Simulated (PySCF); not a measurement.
Cost of one run: geometry optimisation, `CB(C)c1c(Br)c1=O`.

Method: PBE0-D3(BJ)/def2-SVP geometry optimisation, gas phase (PySCF 2.14.0). Work: geometry optimisation from a GFN2-xTB start, density fitting. The input is one job of a driver script: a line of settings, then coordinates in Å.

Input:
```
{"job": {"xc": "PBE0", "basis": "def2-SVP", "d3": "d3bj", "grid": 2, "kind": "geom"}, "charge": 0, "multiplicity": 1}
C     -0.974728    -1.404269     0.693534
B     -0.448734    -0.088243     0.001551
C     -1.445204     0.964298    -0.620813
C      1.034204     0.195047    -0.023680
C      2.285988     0.141741    -0.565407
Br     3.202687    -0.508089    -2.043446
C      2.191675     0.800197     0.664701
O      2.614614     1.398092     1.600014
H     -0.253098    -1.874045     1.356220
H     -1.220738    -2.131895    -0.080185
H     -1.892059    -1.231571     1.251342
H     -1.038941     1.485917    -1.484062
H     -1.657274     1.727276     0.128490
H     -2.399070     0.525072    -0.900426
```

Hardware: one thread of an Arm Neoverse V2, shared host. PySCF's memory limit was set to 1600 MB.

How large is the basis?

160 functions.

Question: Which is nearest to the wall time?
A. 14 min
B. 1.7 min
C. 1.7 h
D. 13 s

Answer: B. The run took 1.7 min. The run took 9 energy-and-gradient evaluations and 62 SCF cycles, 11 s an evaluation on average.

How much memory does it need at the peak?

About 0.86 GiB. Peak memory is the resident size of the whole Python process, interpreter and libraries included.

Times come from a shared host and carry two figures at best.

The run converged: final energy -2867.15528 Eh after 8 steps; dipole 3.80 D.
